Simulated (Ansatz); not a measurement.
A run for Ansatz (an electronic-structure program): R-CCSD(T)/def2-SVP on FH5N2Sn (SMILES [NH2][SnH]([NH2])[F]), a point of a torsion scan. Elements past Kr take the def2 small-core potentials; no spin–orbit coupling. The run froze 12 orbitals, filled d shells among them.

Ansatz 0.2 input:
```yaml
crystal:
  periodic: [false, false, false]
  atoms:
    - {symbol: N, position_ang: [-1.61300700, -0.50331737, 0.45981801]}
    - {symbol: Sn, position_ang: [-0.07798415, 0.48044912, -0.34501112]}
    - {symbol: N, position_ang: [-0.75586177, 2.27631009, -0.95317689]}
    - {symbol: F, position_ang: [0.95860463, 1.03322800, 1.18425326]}
    - {symbol: H, position_ang: [-1.71685750, -1.47274689, 0.19253901]}
    - {symbol: H, position_ang: [-2.49503437, -0.03594887, 0.29263484]}
    - {symbol: H, position_ang: [1.05794782, -0.44786825, -1.19703758]}
    - {symbol: H, position_ang: [-0.77040299, 2.41594126, -1.95614995]}
    - {symbol: H, position_ang: [-0.18636231, 3.01945040, -0.56379126]}
basis:
  gaussian:
    orbitals: def2-SVP
magnetization: {spin_polarized: false}
correlation: {method: ccsd_t, electrons: outside_noble_gas}
scf: {lower_state_search: off}
```

### Question
Give the final energy of this run.

### Answer
-425.1146 hartree (reference determinant -424.4459, T1 diagnostic 0.013).

### Question
How many basis functions does it have, and what does it roughly cost on one machine?

### Answer
93 functions; around 6 core-seconds (rough).
